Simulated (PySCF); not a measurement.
C4H4ClF, SMILES C=C(Cl)/C=C\F. Atoms are numbered in the order given.

```xyz
10

C      1.1048    -1.9845     0.0000
C      0.4670    -0.8020     0.0000
Cl    -1.2869    -0.7829     0.0000
C      1.1705     0.4759     0.0000
C      0.7055     1.7332     0.0000
F     -0.5772     2.0801     0.0000
H      0.5566    -2.9269     0.0000
H      2.1967    -2.0150     0.0000
H      2.2608     0.3940     0.0000
H      1.3714     2.6013     0.0000
```
Charge 0, spin multiplicity 1.

The structure is a stationary point at B3LYP-D3(BJ)/def2-SVP. The structure was generated by enumeration; whether it is a known compound was not checked. One conformer was computed; it need not be the lowest.

All values below come from PBE/def2-TZVP (PySCF).

Atomic charges (e):

| atom | Löwdin | Mulliken |
|---|---|---|
| C1 | -0.20 | -0.30 |
| C2 | -0.47 | 0.15 |
| Cl3 | 0.39 | -0.09 |
| C4 | -0.20 | -0.18 |
| C5 | [?] | 0.06 |
| F6 | 0.21 | -0.13 |
| H7 | [?] | 0.14 |
| H8 | [?] | 0.12 |
| H9 | [?] | 0.12 |
| H10 | [?] | 0.11 |

### Question
What belongs in the gaps? (Estimate from the structure and the level; the computed values follow.)

### Answer

- C5, Löwdin: -0.29
- H7, Löwdin: 0.13
- H8, Löwdin: 0.13
- H9, Löwdin: 0.17
- H10, Löwdin: 0.13

Computed Mayer and Wiberg (Löwdin basis) orders of the bonds:
```tsv
bond	Mayer	Wiberg
C1–C2	1.76	2.02
C2–Cl3	1.10	1.63
C2–C4	1.10	1.31
C4–C5	1.75	1.99
C5–F6	1.14	1.82
C1–H7	0.94	0.89
C1–H8	0.94	0.87
C4–H9	0.91	0.79
C5–H10	0.98	0.87
```
